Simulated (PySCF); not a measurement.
Species: C7H10N2OSi.
Z-matrix (Å and degrees, GFN2-xTB geometry), rows numbered from 1:
```
O 
C   1  1.2108
C   2  1.4401  1  127.02
C   3  1.3952  2  128.29  1  -179.91
C   4  1.3963  3  105.81  2  -179.91
Si  5  1.8758  4  129.96  3  -179.72
N   5  1.3360  4  109.16  3    -0.01
N   7  1.3125  5  107.88  4     0.02
C   8  1.4192  3  127.37  2     0.01
C   9  1.5026  8  117.99  3  -144.80
C  10  1.4948  9   60.15  8  -107.78
H   2  1.1072  1  120.81  3  -180.00
H   4  1.0712  3  126.86  2     0.08
H   6  1.4662  5  107.63  4   -44.07
H   6  1.4595  5  108.66  4  -164.79
H   6  1.4664  5  108.90  4    74.17
H   9  1.0807  8  112.12  3     0.83
H  10  1.0789  9  116.64 11   107.69
H  10  1.0787  9  117.93 11  -109.51
H  11  1.0790  9  116.59 10  -107.68
H  11  1.0787  9  117.96 10   109.38
```

Probes without a nucleus sit at each ring's centroid and 1 Å off its mean plane on both sides; NICS is minus the shielding there, NICSzz its component along the normal. Level: GIAO PBE0/pcSseg-1 (PySCF, non-relativistic, gas phase) on the GFN2-xTB geometry, one conformer.

Ring bond lengths (Å), with Mayer bond orders in brackets: C3–C4 1.395 (1.26), C4–C5 1.396 (1.35), C5–N7 1.336 (1.39), N7–N8 1.312 (1.31), N8–C3 1.366 (1.01); C9–C10 1.503 (0.95), C10–C11 1.495 (0.97), C11–C9 1.502 (0.95).

Question: Give the NICS values of each ring in ppm.

Answer: 
| ring | type | NICS(0) | NICS(1), two faces | NICS(1)zz, two faces | rms pucker (Å) | centre to ring atoms, mean (Å) |
| --- | --- | --- | --- | --- | --- | --- |
| C3–C4–C5–N7–N8 | 5-membered ring with 2 N; formal bonds all aromatic | -11.4 | -11.6 / -11.7 | -27.6 / -27.9 | 0.00 | 1.16 |
| C9–C10–C11 | 3-membered carbocycle; formal bonds all single | -40.8 | -8.4 / -6.0 | -24.0 / -21.1 | 0.00 | 0.87 |

Question: What do they say, and how far can they be read as aromaticity?

Answer: 
- C3–C4–C5–N7–N8: mean NICS(1)zz -27.7 ppm, shielded, aromatic by this magnetic criterion (flat ring, no four-coordinate atom).
- C9–C10–C11: mean NICS(1)zz -22.5 ppm, shielded. C9, C10, C11 have four or more neighbours, and the NICS criterion for π rings isn't applied. NICS(0) lies 34 ppm below the mean NICS(1).

Question: How equal are the bonds by HOMA? HOMA takes Krygowski's 1993 parameters.

Answer: 
- C3–C4–C5–N7–N8: HOMA 0.97; the largest term is that of N8–C3, α(R − Ropt)² = 0.10. The geometric and the magnetic index point the same way.

Question: At the second NICS(1) probe listed for ring C9–C10–C11, 1 Å off the ring, how large is the induced field along the normal in 14.1 T applied along it?

Answer: NICSzz × B0 = -21.1 ppm × 14.1 T = -298 μT, against the applied field.

Question: Give the inner angles of the rings and the Hirshfeld charges of the ring atoms.

Answer: 
- C3–C4–C5–N7–N8: C3 105.5° (+0.008 e), C4 105.8° (-0.080 e), C5 109.2° (-0.076 e), N7 107.9° (-0.096 e), N8 111.6° (+0.068 e); sum 540.0° against 540° for a flat convex ring.
- C9–C10–C11: C9 59.7° (+0.005 e), C10 60.2° (-0.088 e), C11 60.2° (-0.088 e); sum 180.0° against 180° for a flat convex ring.

Question: What are the shieldings of the ring atoms and their hydrogens in the same run (means over atoms taken as equivalent)?

Answer: 
```csv
atoms,environment,σ isotropic (ppm),"principal values of the symmetric part, first atom (ppm)"
C3,substituted aromatic carbon,41.5,"-10.6, 7.5, 127.7"
C4,aromatic CH carbon,55.4,"-22.0, 39.6, 148.8"
C5,substituted aromatic carbon,42.3,"-33.7, 18.3, 142.4"
N7,pyridine-type nitrogen,-99.4,"-345.4, -121.1, 168.2"
N8,pyrrole-type nitrogen,8.9,"-100.4, 2.6, 124.5"
C9,sp3 carbon bound to nitrogen,154.8,"110.5, 137.4, 216.4"
C10 (×2),three-membered-ring carbon,173.8,"140.0, 174.1, 206.8"
H13,aromatic hydrogen,24.66,"22.5, 24.8, 26.7"
H17,methine hydrogen,26.03,"16.4, 25.8, 35.9"
H18 (×2),methylene hydrogen,30.23,"23.9, 28.9, 38.1"
H19 (×2),methylene hydrogen,30.69,"24.7, 26.5, 40.9"
```

Time: 59 s (with the writing of density and orbital grids); peak memory 1.1 GiB. Hardware: an Arm Neoverse V2 with one thread, shared host. This is the whole shielding run at PBE0/pcSseg-1, SCF included.
